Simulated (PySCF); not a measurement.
# Vanadium: a sound run and one with changed settings

Sound run: V [Ar] 3d3 4s2, V⁺ [Ar] 3d4. All numbers are calculated (PySCF 2.14, scalar relativity by spin-free X2C-1e, in cc-pVTZ-DK). The sound run starts from symmetry-adapted Hartree-Fock orbitals and uses a fine grid where one is needed.

Changed run: radial step 0.5 in ln r (0.13 in the sound run). This setting is unsound on purpose.

| species | method | sound run (hartree) | changed run (hartree) | converged |
| --- | --- | --- | --- | --- |
| V | UHF | -948.14226 | -948.14226 | yes |
| V | M06-L | -949.11936 | -949.08368 | yes |
| V | LDA | -946.96405 | -946.94229 | yes |
| V⁺ | UHF | -947.91564 | -947.91564 | yes |
| V⁺ | M06-L | -948.88422 | -948.83007 | no |
| V⁺ | LDA | -946.72586 | -946.70289 | yes |

Ionisation energy of V:

| method | sound run (eV) | changed run (eV) |
| --- | --- | --- |
| UHF | 6.167 | 6.167 |
| LDA | 6.482 | 6.514 |

A coarse radial grid mis-integrates the density and the exchange-correlation energy, with errors of either sign; Hartree-Fock needs no grid.

For comparison, NIST gives 6.746 eV between the lowest levels.
